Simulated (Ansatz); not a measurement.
Species: C9H7BFN, SMILES `Bc1cc2ccccc2nc1F` (charge 0, multiplicity 1).

Q: Give a relaxed geometry from B3LYP-D3(BJ)/def2-SVP in Ansatz (a quantum-chemistry and plane-wave program).

A: Several could match; the one computed here: the end point of this relaxation, one of several conformers (outside a Z-matrix the atoms follow the SMILES, hydrogens last).
Bonds (Å): B1–C2 1.539, B1–H13 1.202, B1–H14 1.207, C2–C3 1.393, C2–C11 1.438, C3–C4 1.415, C3–H15 1.094, C4–C5 1.421, C4–C9 1.434, C5–C6 1.379, C5–H16 1.093, C6–C7 1.418, C6–H17 1.092, C7–C8 1.381, C7–H18 1.093, C8–C9 1.417, C8–H19 1.091, C9–N10 1.364, N10–C11 1.292, C11–F12 1.333. Bond angles (°): C2–B1–H13 122.1, C2–B1–H14 118.2, H13–B1–H14 119.8, B1–C2–C3 121.2, B1–C2–C11 124.2, C3–C2–C11 114.5, C2–C3–C4 121.5, C2–C3–H15 119.2, C4–C3–H15 119.2, C3–C4–C5 123.4, C3–C4–C9 117.1, C5–C4–C9 119.5, C4–C5–C6 120.3, C4–C5–H16 118.9, C6–C5–H16 120.8, C5–C6–C7 120.1, C5–C6–H17 120.3, C7–C6–H17 119.7, C6–C7–C8 121.0, C6–C7–H18 119.3, C8–C7–H18 119.7, C7–C8–C9 120.2, C7–C8–H19 122.0, C9–C8–H19 117.8, C4–C9–C8 118.9, C4–C9–N10 121.8, C8–C9–N10 119.3, C9–N10–C11 118.2, C2–C11–N10 126.8, C2–C11–F12 117.1, N10–C11–F12 116.1.
